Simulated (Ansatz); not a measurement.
Input (CCSDT(Q)/cc-pV(D+d)Z; Ansatz, a first-principles code): A basis named .json is the Basis Set Exchange file of that set.

Ansatz 0.2 input:
```yaml
crystal:
  periodic: [false, false, false]
  atoms:
    - {symbol: N, position_ang: [0.81229868, -1.24398796, -0.44928607]}
    - {symbol: C, position_ang: [-0.07408419, -0.30275204, -0.02425336]}
    - {symbol: N, position_ang: [-1.30854783, -0.78398117, 0.28682620]}
    - {symbol: S, position_ang: [0.31981757, 1.30696478, 0.10470047]}
    - {symbol: H, position_ang: [0.67397604, -2.21348687, -0.21129966]}
    - {symbol: H, position_ang: [1.76261025, -0.93339928, -0.55417210]}
    - {symbol: H, position_ang: [-1.62198725, -1.66065067, -0.09905608]}
    - {symbol: H, position_ang: [-2.01343102, -0.09160352, 0.47205950]}
basis:
  gaussian:
    orbitals: cc-pV_D+d_Z.json
magnetization: {spin_polarized: false}
correlation: {method: ccsdt_q, electrons: outside_noble_gas}
```

Output:

```
Functional definition: HF
integrals: 0.12 GiB planned
1648 factors; integrals over basis functions are off by at most 1.9e-7 eV
mean field: 0.37 GiB planned
mean field evaluation 1: about -14872.6258 eV, gradient 3.1e1 eV
mean field evaluation 2: about -14872.7575 eV, gradient 3.2e1 eV
mean field evaluation 4: about -14875.2667 eV, gradient 3.6e0 eV
mean field evaluation 8: about -14875.3110 eV, gradient 1.2e-1 eV
mean field evaluation 16: about -14875.1543 eV, gradient 9.4e-1 eV
mean field -14875.31108419 eV, -546.6575994961 hartree, gradient 7.2e-6 eV, S^2 0.000000; 0 other end points of the search recorded, 0 dependent functions left out
8 core orbitals not correlated
reference -14875.31108419 eV, -546.6575994961 hartree; 12, 12 occupied and 65, 65 virtual orbitals, 1648 factors
second order -16.23257344 eV of doubles, -0.00000000 eV of singles
coupled cluster: 3.85 GiB planned
cycle   1  -16.62657517 eV  change   -3.9e-1 eV  update   1.2e-1
cycle   2  -17.35198952 eV  change   -7.3e-1 eV  update   5.7e-2
cycle   3  -17.81539540 eV  change   -4.6e-1 eV  update   2.7e-2
cycle   4  -17.76369117 eV  change    5.2e-2 eV  update   9.3e-3
cycle   5  -17.73706113 eV  change    2.7e-2 eV  update   5.1e-3
cycle   6  -17.74350902 eV  change   -6.4e-3 eV  update   1.8e-3
cycle   7  -17.74629536 eV  change   -2.8e-3 eV  update   9.8e-4
cycle   8  -17.74575376 eV  change    5.4e-4 eV  update   4.2e-4
cycle   9  -17.74538958 eV  change    3.6e-4 eV  update   2.1e-4
cycle  10  -17.74579012 eV  change   -4.0e-4 eV  update   9.8e-5
cycle  11  -17.74547529 eV  change    3.1e-4 eV  update   4.3e-5
cycle  12  -17.74550771 eV  change   -3.2e-5 eV  update   1.8e-5
cycle  13  -17.74553259 eV  change   -2.5e-5 eV  update   8.7e-6
cycle  14  -17.74553324 eV  change   -6.5e-7 eV  update   4.2e-6
cycle  15  -17.74553841 eV  change   -5.2e-6 eV  update   2.2e-6
cycle  16  -17.74554012 eV  change   -1.7e-6 eV  update   1.1e-6
coupled cluster: 3.85 GiB planned
perturbative correction -0.04859085 eV, -0.0017856809 hartree
Total energy: -14893.10521517 eV, -547.3115217481 hartree
```
